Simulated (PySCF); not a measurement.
Computed data sheet: `[C@H]1(C)C[C@@H](C2CCC2)CC1`

C10H18.
Cartesian coordinates in Å at the PBE0-D3(BJ)/def2-SVP level; atoms count from 1:
```
atom  x, y, z in Å
C1    -3.3985   -0.7613   -0.5116
C2    -2.2766   -0.0378    0.2094
C3    -1.8314    1.2773   -0.4294
C4    -0.5257    1.5948    0.2931
C5     0.1580    0.2229    0.5088
C6     1.3346    0.0004   -0.4222
C7     2.6379    0.8021   -0.2182
C8     3.4264   -0.4624   -0.6060
C9     2.1692   -1.2915   -0.2872
C10   -0.9618   -0.8218    0.2928
H11   -3.1100   -0.9926   -1.5506
H12   -3.6492   -1.7128   -0.0168
H13   -4.3154   -0.1524   -0.5474
H14   -2.6080    0.1898    1.2403
H15   -2.5839    2.0780   -0.3520
H16   -1.6463    1.1102   -1.5062
H17   -0.7495    2.0632    1.2649
H18    0.1167    2.3007   -0.2564
H19    0.5415    0.1575    1.5417
H20    0.9947    0.1104   -1.4686
H21    2.7768    1.0537    0.8462
H22    2.7902    1.7164   -0.8120
H23    3.6570   -0.4785   -1.6826
H24    4.3507   -0.6879   -0.0531
H25    1.9237   -2.1458   -0.9364
H26    2.1729   -1.6416    0.7583
H27   -0.9807   -1.5971    1.0739
H28   -0.7995   -1.3484   -0.6650
```

Some functional groups and rings: cyclobutane ring.

PBE0-D3(BJ)/def2-SVP geometry optimisation, gas phase (PySCF):

```yaml
Point_group: C1
Rotational_constants_A_B_C: 3.032, 0.708, 0.624 GHz
```

PBE0/pcSseg-1 ground state and GIAO shieldings, non-relativistic (PySCF):

```yaml
Dipole_moment: 0.16 D
HOMO_energy: -8.08 eV
LUMO_energy: 1.34 eV
HOMO–LUMO_gap: 9.42 eV
Lowest_Hirshfeld_atomic_charge: -0.12 e on C1
Highest_Hirshfeld_atomic_charge: +0.04 e on H11, H12, H13, H15, H18, H21, H23, H26, H27
13C_chemical_shifts_computed_TMS_as_zero_by_class: 47.3 (C5), 44.6 (C6), 41.4 (C10), 39.1 (C2), 37.0 (C3), 31.9 (C4), 30.4 (C7), 29.4 (C9), 20.9 (C1), 19.5 (C8) ppm
1H_chemical_shifts_computed_TMS_as_zero_by_class: 1.91 (H22), 1.87 (H25), 1.82 (H27), 1.72 (H20), 1.69 (H23), 1.62 (H19), 1.61 (H24), 1.53 (H14), 1.50 (H17), 1.43 (H21), 1.43 (H15), 1.39 (H26), 1.26 (H18), 1.00 (H11/H12/H13), 0.87 (H16), 0.40 (H28) ppm
Mayer_bond_orders_between_heavy_atoms: C1–C2 1.05, C2–C3 0.99, C3–C4 1.03, C4–C5 1.02, C5–C6 0.94, C6–C7 0.99, C7–C8 1.03, C8–C9 1.03, C5–C10 1.00, C10–C2 1.00, C9–C6 0.99
```

Monoisotopic mass from the formula: 138.1409 u.

With B = h/(8π²I), that is 505.379 GHz u Å² over I, the principal moments of inertia are 166.7, 713.4 and 809.6 u Å² (most abundant isotopes); the inertial defect Ic − Ia − Ib is -70.5 u Å² (zero for a rigid planar frame, negative otherwise). A dipole of 0.16 D is allowed in C1, and pure rotational transitions are dipole-allowed. The dipole matches unit charges of opposite sign 0.03 Å apart (1 e·Å = 4.8032 D). The rotational constants make it an asymmetric top with κ = (2B − A − C)/(A − C) = -0.93, nearer the prolate limit (−1).

 NMR classes are plain means over equivalent atoms (diastereotopic ones count apart unless rotation or inversion swaps them), as if these changed places fast; in this geometry the members of some classes differ.

For the NMR shielding job (PBE0/pcSseg-1), time: 77 s. Hardware: an Arm Neoverse V1 with one thread, on a shared host.

One conformer stands for the species.
